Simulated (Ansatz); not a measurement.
Gas-phase electronic energies from Ansatz, PBE0-D4/def2-TZVP geometries. CCSD(T)/CBS adds triple-zeta CCSD(T) − MP2 to the extrapolated MP2 energy (def2 sets, frozen cores). This one scheme is used for every species. Functionals use def2-TZVPP. def2 core potentials past Kr. For Sn outer-core shells are correlated without core-valence functions, which leaves a few kJ/mol of doubt a bond.

`[F][Sn]([F])([F])[Cl]` + HCl → `[F][Sn]([F])([Cl])[Cl]` + H–F  (ligand exchange at the Sn–F bond)

```json
{"level": "BHLYP-D4", "ΔE (eV)": "-0.46"}
{"level": "CCSD(T)/def2-SVP", "ΔE (eV)": "-0.35"}
```

(1) What does CCSD(T)/CBS give? (Estimate.)

Largest T1 diagnostic among the species: 0.014.

Results:

(1) Computed: -0.44 eV. The listed levels differ from it by -0.02, 0.09 eV.

Leaving LDA and LC-ωPBE aside and taking each functional with its dispersion term where it has one, the values, not all of them listed here, spread over 0.14 eV, from HSE06-D4 to B97M-V. LDA lies −0.06 eV from PBE without D4. From BLYP to BHLYP (50 % exact exchange), in def2-TZVPP and without D4, ΔE moves by −0.10 eV. At CCSD(T), def2-SVP lies +0.09 eV from the extrapolated value and def2-TZVPP +0.03 eV.
